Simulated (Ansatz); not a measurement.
The cluster SiMo₂. Total charge 0; triplet. Geometry r2SCAN-D4/def2-TZVP; atoms count from 1.

```tsv
atom	x (Å)	y (Å)	z (Å)
Mo1	-0.645	1.068	-0.265
Mo2	0.799	0.175	0.980
Si3	-0.154	-1.243	-0.715
```

In the def2 sets Mo takes a core potential; there is no spin–orbit coupling. The charge 0 triplet is spin-contaminated (final ⟨S²⟩ up to 2.33, 2.00 for a pure state). At PBE0-D4/def2-TZVP a broken-symmetry singlet of charge 0 lies 0.87 eV below the triplet, each at its own geometry. The structure comes from a short search, and lower isomers may exist.

(1) Estimate the Mulliken populations from the PBE0/def2-TZVP orbitals of Ansatz.

(2) Where does the spin sit?

(3) And the Mayer bond orders between bonded heavy atoms (over 0.3)?

## Answers

(1) 
```json
{"atom": "Mo1", "charge (e)": "0.16", "spin (α − β)": "0.24", "d electrons": "4.77"}
{"atom": "Mo2", "charge (e)": "0.17", "spin (α − β)": "2.01", "d electrons": "4.76"}
{"atom": "Si3", "charge (e)": "-0.33", "spin (α − β)": "-0.24", "d electrons": "–"}
```
Mulliken values and Mayer orders depend strongly on the basis.

(2) Summed by element: Mo 2.24, Si -0.24, of 2 unpaired in all. Largest on single atoms: Mo2 2.01, Si3 -0.24, Mo1 0.24.

(3) Mo1–Mo2 3.32 (2.11 Å); Mo1–Si3 1.56 (2.41 Å); Mo2–Si3 1.47 (2.41 Å).
